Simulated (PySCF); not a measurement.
C₂H₉AsIn (SMILES [CH3][In]([CH3])<-[AsH3]), doublet, geometry from GFN2-xTB (such geometries of metal compounds can be far from the true shape) (the spin is typed, not shown lowest) (core potentials on In). Base run: CAMB3LYP/def2-SVP (PySCF).

The PySCF input:
```python
from pyscf import gto, scf, dft

mol = gto.Mole()
mol.atom = '''
    In    0.465815    0.632368    0.834164
    C     1.432206    1.909148   -0.926994
    H     2.511759    1.800166   -0.998921
    H     1.173884    2.953828   -0.766376
    H     0.959875    1.548186   -1.840371
    C    -1.795812    1.062607    1.437404
    H    -2.380621    0.165738    1.236973
    H    -2.119426    1.868714    0.781729
    H    -1.914424    1.358995    2.476849
    As   -0.555110   -1.558733   -1.248882
    H    -0.599480   -2.480421   -0.067441
    H     0.904863   -1.856220   -1.403408
    H    -0.861100   -2.737350   -2.142429
'''
mol.basis = 'def2-svp'
mol.ecp = {'In': 'def2-svp'}
mol.charge = 0
mol.spin = 1
mol.verbose = 4
mol.build()

mf = dft.UKS(mol)
mf.xc = 'camb3lyp'
mf.kernel()
```

The base run was repeated with changes; each row names its change, and settings that it needs were set with it.

```csv
change,ΔE vs base (mEh),fitting functions,dipole (D),outcome
base,0.000,-,1.16,converged
auxbasis = even-tempered beta=2.0,-0.397,977,1.16,converged
auxbasis = def2-universal-jfit,4830.9,313,1.17,converged
auxbasis = cc-pvtz-jkfit,-,-,-,input refused
auxbasis = def2-svp-ri,-,-,-,input refused
auxbasis = even-tempered beta=3.0,-65.833,660,1.15,converged
auxbasis = def2-universal-jkfit,-0.106,796,1.16,converged
auxbasis = cc-pvqz-jkfit,-,-,-,input refused
auxbasis = def2-tzvp-ri,-,-,-,input refused
auxbasis = default (with mf = mf.density_fit()),-0.106,796,1.16,converged
```

A fitting set is made for a task (jfit for Coulomb, jkfit for Coulomb and exchange, ri for correlation) and for a family of orbital bases.

Open shells are given as the SCF converged; they aren't shown to be the lowest states, and a large step between rows can be another state.

- auxbasis = cc-pvtz-jkfit: ended with `pyscf.lib.exceptions.BasisNotFoundError: Basis set not found for In in cc-pvtz-jkfit`
- auxbasis = def2-svp-ri: ended with `pyscf.lib.exceptions.BasisNotFoundError: Basis set not found for In in def2-svp-ri`
- auxbasis = cc-pvqz-jkfit: ended with `pyscf.lib.exceptions.BasisNotFoundError: Basis set not found for In in cc-pvqz-jkfit`
